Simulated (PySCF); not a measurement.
Method: B3LYP/[Mn def2-SVP, Cl def2-SVP], no relativity, density fitting, PySCF. Open shells, if any, are unrestricted.

Task: What spin state, shape and geometry does isolated MnCl2 take (every ligand bound to Mn)?

Result: Formally Mn is in oxidation state +2, d5, with 5 unpaired electrons (the high-spin count). The Mulliken spin on Mn is 4.93. The polar-tensor charge on Mn, 1.28, is below the formal one. The lowest minimum found is a sextet of D∞h symmetry with Mn–Cl 2.191 Å (×2); Cl–Mn–Cl 180.0°. Its harmonic wavenumbers are 66 (πu), 333 (σg+), 489 (σu+) cm⁻¹ and its dipole moment is 0.00 D.

Other isomers or separated fragments may lie lower. Other spin states or occupations of the open shell can lie lower.
